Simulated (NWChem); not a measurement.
System: CuH₃SO; SMILES [SH][Cu]<-[OH2]

Here is an NWChem input.

```
start job
memory heap 200 mb stack 900 mb global 1100 mb
geometry units angstroms noautoz
  Cu     0.029188    -0.197203     0.005389
  S      0.071098     1.929590     0.008064
  H     -1.277546     2.044000    -0.031600
  O      0.070767    -2.168043     0.005087
  H      0.457864    -2.572652     0.791465
  H      0.518534    -2.571493    -0.749344
end
basis spherical
  Cu library def2-svpd
  S library def2-svpd
  H library def2-svpd
  O library def2-svpd
end
dft
  xc b3lyp
  iterations 150
  vectors input atomic output neutral.movecs
end
task dft energy
charge 1
dft
  odft
  mult 2
  vectors input atomic output cation.movecs
end
task dft energy
charge -1
dft
  odft
  mult 2
  vectors input atomic output anion.movecs
end
task dft energy
```

Geometry: optimised at PBE0/def2-SVP.

Ions are spin-unrestricted doublets at the neutral geometry; other ion states weren't tried.

Question: What results follow from this input? (B3LYP/def2-SVPD, vertical spin-unrestricted ions.) Quantities: vertical ionisation energy, ΔSCF (eV); −ε(HOMO) (eV).

Answer: 
| Property | Value |
|---|---|
| vertical ionisation energy, ΔSCF (eV) | 7.91 |
| −ε(HOMO) (eV) | 5.45 |
